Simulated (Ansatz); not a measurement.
`[SiH3][Sb]([SiH3])[Cl]` + H₂ → `[SiH3][SbH][Cl]` + SiH₄  (hydrogenolysis of the Sb–Si bond)

Isolated molecules relaxed with PBE0-D4/def2-TZVP in Ansatz; ΔE leaves out vibrations. CCSD(T)/CBS is the MP2 limit (def2-TZVPP, def2-QZVPP) plus CCSD(T) − MP2 in def2-TZVPP, frozen cores. This one scheme is used for every species. Functionals use def2-TZVPP. B3LYP here is the variant with VWN-RPA as its local correlation; programs differ in this. HSE06 is defined as in plane-wave codes. def2 core potentials past Kr. For Sb outer-core shells are correlated without core-valence functions, which leaves a few kJ/mol of doubt a bond.

| level | ΔE (kcal/mol) | difference from CCSD(T)/CBS |
| --- | --- | --- |
| LDA (SPW92) | 5.5 | -0.1 |
| PBE-D4 | 7.1 | 1.5 |
| BLYP-D4 | 5.5 | -0.1 |
| r2SCAN-D4 | 5.5 | -0.1 |
| B97M-V | 1.8 | -3.8 |
| PBE0-D4 | 6.0 | 0.4 |
| B3LYP-D4 | 4.6 | -1.0 |
| r2SCANh-D4 | 5.3 | -0.3 |
| r2SCAN0-D4 | 5.0 | -0.6 |
| HSE06-D4 | 6.1 | 0.5 |
| BHLYP-D4 | 3.7 | -1.9 |
| CAM-B3LYP-D4 | 2.2 | -3.4 |
| ωB97X-V | 3.3 | -2.3 |
| B2PLYP | 2.5 | -3.1 |
| PBE-QIDH | 4.7 | -0.9 |
| PBE | 4.8 | -0.8 |
| revPBE | 4.0 | -1.6 |
| BLYP | 1.1 | -4.5 |
| r2SCAN | 4.9 | -0.7 |
| PBE0 | 4.0 | -1.6 |
| B3LYP | 0.9 | -4.7 |
| r2SCANh | 4.6 | -1.0 |
| r2SCAN0 | 4.3 | -1.3 |
| HSE06 | 4.1 | -1.5 |
| BHLYP | -0.2 | -5.8 |
| CAM-B3LYP | 0.0 | -5.6 |
| LC-ωPBE | 2.4 | -3.2 |
| RPA@PBE/def2-TZVPP | 2.0 | -3.6 |
| MP2/def2-SVP | 2.7 | -2.9 |
| CCSD/def2-SVP | -0.1 | -5.7 |
| CCSD(T)/def2-SVP | 0.9 | -4.7 |
| HF/def2-TZVPP | -3.5 | -9.1 |
| MP2/def2-TZVPP | 6.0 | 0.4 |
| SCS-MP2/def2-TZVPP | 3.3 | -2.3 |
| CCSD(T)/def2-TZVPP | 3.4 | -2.2 |
| HF/def2-QZVPP | -3.6 | -9.2 |
| MP2/def2-QZVPP | 7.2 | 1.6 |
| SCS-MP2/def2-QZVPP | 4.4 | -1.2 |
| MP2/CBS(def2) | 8.2 | 2.6 |
| CCSD/CBS(def2) | 4.1 | -1.5 |
| CCSD(T)/CBS | 5.6 | 0 |

Largest T1 diagnostic among the species: 0.013.

From BLYP to BHLYP (50 % exact exchange), in def2-TZVPP and without D4, ΔE moves by −1.4 kcal/mol. The D4 term adds +3.7 kcal/mol with B3LYP and +2.1 kcal/mol with PBE0; it sums over pairs of atoms, weighted by their polarisabilities, and B3LYP, whose exchange is more repulsive, gets the larger term. In def2-TZVPP, CCSD(T) changes the Hartree–Fock value by +6.9 kcal/mol (the triples alone add +1.5 kcal/mol) and MP2 by +9.5 kcal/mol.
